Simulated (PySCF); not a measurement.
Be(Br)(SiH3), SMILES [SiH3][Be][Br], singlet (CAM-B3LYP/def2-SVP optimised geometry):

```
6

Be     0.379     0.201     0.000
Br     2.339     0.201     0.000
Si    -1.787     0.204     0.003
H     -2.333     0.613     1.331
H     -2.339    -1.149    -0.305
H     -2.337     1.149    -1.013
```

Method: CAM-B3LYP/def2-TZVP (PySCF).

### Question
What are the frontier orbital energies and the dipole moment?

### Answer
HOMO-2 -10.31 eV, HOMO-1 -10.31 eV, HOMO -9.61 eV, LUMO -0.28 eV, LUMO+1 -0.28 eV; dipole moment 0.11 D.

On the same geometry PySCF 2.14.0 with PBE/def2-TZVP gives HOMO-2 -7.76 eV, HOMO-1 -7.76 eV, HOMO -7.12 eV, LUMO -2.11 eV, LUMO+1 -2.11 eV; dipole moment 0.02 D.

Meta-Löwdin charges at CAM-B3LYP/def2-TZVP: Be1 1.08, Br2 -0.66, Si3 -0.19, H4 -0.08, H5 -0.08, H6 -0.08.
